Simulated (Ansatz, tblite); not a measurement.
Removing and adding an electron: the cluster Ge₂H₄ (the lowest singlet isomer of a short search). Charge 0, multiplicity 1. Geometry: r2SCAN-D4/def2-TZVP. Ansatz, gas phase; energy differences of separate SCF runs; the oxidised species was run as a doublet alone; the reduced species was run as a doublet alone.

| atom | x (Å) | y (Å) | z (Å) |
| --- | --- | --- | --- |
| Ge1 | -0.2990 | 0.2460 | -1.7232 |
| Ge2 | 0.6155 | 0.0762 | 0.4625 |
| H3 | -0.5340 | -0.9421 | -0.2875 |
| H4 | -0.0438 | 0.4710 | 1.8019 |
| H5 | -1.4650 | 1.0926 | -1.0486 |
| H6 | 1.7263 | -0.9436 | 0.7948 |

The xTB rows come from tblite. Correlated methods freeze 18 core orbitals; core or outer-core shells of Ge are correlated, in sets that lack core-valence functions. The structure comes from a short search, and lower isomers may exist.

```json
{"level": "GFN1-xTB", "−HOMO (eV)": "10.81", "vertical IE (eV)": "13.35", "−LUMO (eV)": "8.42", "vertical EA (eV)": "6.27", "HOMO–LUMO gap (eV)": "2.38", "IE − EA (eV)": "7.08", "remarks": "–"}
{"level": "GFN2-xTB", "−HOMO (eV)": "9.96", "vertical IE (eV)": "13.21", "−LUMO (eV)": "6.76", "vertical EA (eV)": "3.43", "HOMO–LUMO gap (eV)": "3.20", "IE − EA (eV)": "9.78", "remarks": "–"}
{"level": "PBE-D4/def2-TZVP", "−HOMO (eV)": "5.94", "vertical IE (eV)": "8.88", "−LUMO (eV)": "2.85", "vertical EA (eV)": "–", "HOMO–LUMO gap (eV)": "3.09", "IE − EA (eV)": "–", "remarks": "–"}
{"level": "PBE-D4/def2-TZVPD", "−HOMO (eV)": "5.96", "vertical IE (eV)": "–", "−LUMO (eV)": "2.87", "vertical EA (eV)": "0.46", "HOMO–LUMO gap (eV)": "3.08", "IE − EA (eV)": "–", "remarks": "HOMO above zero (-1 doublet)"}
{"level": "PBE0-D4/def2-TZVPD", "−HOMO (eV)": "6.88", "vertical IE (eV)": "–", "−LUMO (eV)": "2.11", "vertical EA (eV)": "0.45", "HOMO–LUMO gap (eV)": "4.77", "IE − EA (eV)": "–", "remarks": "HOMO above zero (-1 doublet)"}
{"level": "MP2/def2-TZVPP", "−HOMO (eV)": "–", "vertical IE (eV)": "9.02", "−LUMO (eV)": "–", "vertical EA (eV)": "–", "HOMO–LUMO gap (eV)": "–", "IE − EA (eV)": "–", "remarks": "–"}
```

Q: Estimate the rows for HF/def2-TZVPP, r2SCAN-D4/def2-TZVP, r2SCAN-D4/def2-TZVPD, PBE0-D4/def2-TZVP, CCSD/def2-TZVPP, CCSD(T)/def2-TZVPP.

A: 
```
               level  −HOMO (eV)  vertical IE (eV)  −LUMO (eV)  vertical EA (eV)  HOMO–LUMO gap (eV)  IE − EA (eV)                       remarks
       HF/def2-TZVPP           –              7.98           –                 –                   –             –                             –
 r2SCAN-D4/def2-TZVP        6.19              8.92        2.77                 –                3.42             –                             –
r2SCAN-D4/def2-TZVPD        6.18                 –        2.77              0.55                3.41             –  HOMO above zero (-1 doublet)
   PBE0-D4/def2-TZVP        6.88              8.92        2.08                 –                4.80             –                             –
     CCSD/def2-TZVPP           –              8.91           –                 –                   –             –                             –
  CCSD(T)/def2-TZVPP           –              8.96           –                 –                   –             –                             –
```

   A HOMO above zero means that the electron is unbound at that level or that self-interaction error raises the level; the energy of removing that electron tells which. Raw xTB energy differences between charge states are shifted by several eV; the methods need an empirical correction for them.
